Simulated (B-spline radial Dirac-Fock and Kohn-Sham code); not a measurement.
# Two-hole binding energies of Br²¹⁺

System: Br²¹⁺, 1s2 2s2 2p6 3s2 3p2.

Model: Dirac-Fock (average of configuration) total-energy differences with a finite nucleus, the Breit interaction including its frequency dependence, and self-energy and vacuum-polarisation corrections. Program: a radial finite-basis atomic code. U is the two-hole binding energy less the two single-hole energies, the effective repulsion of the holes after relaxation. Each two-hole energy is an average over J within one jj subconfiguration.

```
          holes  E(a) (eV)  E(b) (eV)  E(ab) (eV)  U (eV)
           1s⁻²    14415.6    14415.6           ?       ?
   1s⁻¹ 2p1/2⁻¹    14415.6     2505.5     17108.2   187.1
   1s⁻¹ 2p3/2⁻¹    14415.6     2457.7     17054.6   181.3
           2s⁻²     2690.8     2690.8      5505.5   123.9
   2s⁻¹ 2p1/2⁻¹     2690.8     2505.5      5314.5   118.2
   2s⁻¹ 2p3/2⁻¹     2690.8     2457.7      5265.5   117.1
        2p1/2⁻²     2505.5     2505.5      5156.2   145.1
2p1/2⁻¹ 2p3/2⁻¹     2505.5     2457.7      5098.7   135.5
        2p3/2⁻²     2457.7     2457.7      5051.9   136.6
   2p1/2⁻¹ 3s⁻¹     2505.5      972.6      3543.0    64.9
   2p3/2⁻¹ 3s⁻¹     2457.7      972.6      3495.0    64.7
```

Q: Give the missing two-hole energy and U.

A: E(ab) = 29400.1 eV and U = 569.0 eV.

Values without a named source are computed, but for edge energies of neutral atoms, which are taken from tables.
